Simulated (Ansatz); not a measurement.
Z-matrix (Å, degrees):
```
B
As 1 1.979
H 1 1.193 2 119.5
H 1 1.193 2 119.5 3 -170.9
H 2 1.512 1 100.6 3 -44.5
H 2 1.512 1 100.6 3 -144.6
```

Charge 0, multiplicity 1.

(1) List the ωB97M-V/def2-TZVPP orbital energies in eV (the Gaussian-basis code of Ansatz). (Estimate.)

Results:

(1) Ansatz gave: Occupied: -11604.60, -1472.73, -1314.00, -1313.98, -1313.97, -195.14, -188.50, -141.26, -141.21, -141.13, -47.65, -47.62, -47.54, -47.52, -47.49, -20.70, -16.31, -13.41, -11.89, -11.59, -9.51. Lowest empty: -0.01, 2.30, 2.68, 3.11, 3.88, 4.19, 4.85, 5.63.
